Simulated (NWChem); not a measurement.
Molecule: PbClF, singlet; SMILES [F][Pb][Cl]

Computed with NWChem. Low-valent species are run as closed-shell singlets; no triplet was tried in these runs. Coordinates come from a PBE0/def2-SVP optimisation. def2 effective core potentials on Pb; no spin-orbit coupling. B3LYP is NWChem's, with the RPA form of VWN correlation. Vertical excitations in the gas phase; the lowest state need not have the same character in each row.

**Question.** Order these by “lowest excitation, singlet (eV)”, lowest first: B3LYP/def2-SVP, full TDDFT; PBE/def2-SVP, full TDDFT; BHandHLYP/def2-SVP, full TDDFT.

**Answer.** PBE/def2-SVP, full TDDFT (3.46), B3LYP/def2-SVP, full TDDFT (3.79), BHandHLYP/def2-SVP, full TDDFT (4.36)
